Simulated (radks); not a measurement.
Results of a calculation; reference values are marked as such.
All-electron atom: Ir XXVII in [Kr] 4d10 4f5 (the NIST ground configuration). Code: a radial shooting solver on a logarithmic mesh with Libxc functionals. Model: Dirac Kohn-Sham, LDA (Slater exchange, Perdew-Wang correlation), spin-unpolarised, spherical densities, finite nucleus; open shells fill j = l - 1/2 first; Fermi nuclear charge, rms radius 5.4032 fm.

Radial electron density D(r) = 4 pi r^2 rho(r):

r (bohr),D(r) (e/bohr)
0.002731,38.03
0.003528,51.38
0.004593,67.52
0.005934,84.04
0.007726,99.20
0.009981,108.6
0.013,110.1
0.01679,104.3
0.02186,98.11
0.02824,102.0
0.03677,120.4
0.0475,139.4
0.06185,138.8
0.07989,119.8
0.104,113.6
0.1344,128.7
0.175,120.2
0.226,79.16
0.2943,62.46
0.3802,71.43
0.495,53.02
0.6395,20.07
0.8327,3.326
1.076,0.2386
1.401,0.005275

D(r) has 4 maxima, at r = 0.0119, 0.0540, 0.147, 0.383 bohr, and minima at 0.0231, 0.0960, 0.283 bohr, inside which lie 2.02, 11.09, 29.77 electrons.
